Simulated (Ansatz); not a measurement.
A made-up structure of CH$_{4}$BTe (charge +1), singlet:

```
7
angstrom
B 1.2991 -0.2652 0.7366
Te -0.5008 -1.0175 0.8586
C -1.3485 0.2631 -0.7519
H -2.3741 0.1201 -0.9785
H -0.6667 0.9425 -1.1960
H 2.1381 -0.6460 1.4247
H 1.5516 0.5644 -0.0187
```

It is relaxed with PBE-D4/def2-SVP and then PBE0-D4/def2-TZVP (Ansatz 0.2.0). Atoms count as bonded within 1.22 times the sum of their covalent radii (H–H: 0.88 Å). The end point is not checked to be a true minimum.

**Question.** Does its bonding change? (A judgement: the text doesn't fix the answer.)

**Answer.** Computed: No: no bond forms or breaks.

Where it ends: The first stage lowers the energy by 1.14 eV in 6 steps. It ends as CH₄BTe ([BH2][Te][CH2]), total charge +1:
B1  (1.398, -0.210, 0.716)
Te2  (-0.686, -0.990, 0.760)
C3  (-1.332, 0.182, -0.664)
H4  (-2.369, 0.135, -0.988)
H5  (-0.674, 0.895, -1.153)
H6  (2.158, -0.695, 1.483)
H7  (1.603, 0.644, -0.080)
(Å)

Labels in which every atom is bracketed show which atoms are joined, not bond orders.

For scale, one of the runs: PBE0-D4/def2-TZVP relaxation, 136 basis functions, launched by `ansatz run in.yaml --threads 2 --pin off --events-out ev --progress --plain --max-ram 4352MiB`. The run took about 12 s on 2 CPU threads of an Intel Xeon 6975P-C (shared host).
